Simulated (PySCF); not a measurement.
PySCF input:

```python
from pyscf import gto, scf, dft

mol = gto.M(
    atom='''
    B    -0.61802600    0.41469115    0.02416884
    F     0.52723220   -0.20936331   -0.00695393
    H    -1.65495985   -0.18918598   -0.05825890
    ''',
    basis='def2-tzvpd',
    charge=0,
    spin=1,
    verbose=4,
)

mf = dft.UKS(mol, xc='m062x').density_fit(auxbasis='def2-universal-jkfit')
mf.grids.level = 4
mf.conv_tol = 1e-9
mf.max_cycle = 100
mf.max_memory = 1500
mf.kernel()
if not mf.converged:
    mf = mf.newton()
    mf.kernel(mf.make_rdm1())
for _ in range(2):
    mo, _, stable, _ = mf.stability(return_status=True)
    if stable:
        break
    mf.kernel(mf.make_rdm1(mo, mf.mo_occ))
mf.analyze()
```

**Question.** Which total energy does the run end on?

**Answer.** -125.26167 Eh (M06-2X/def2-TZVPD).

It need not be the lowest isomer of its formula.
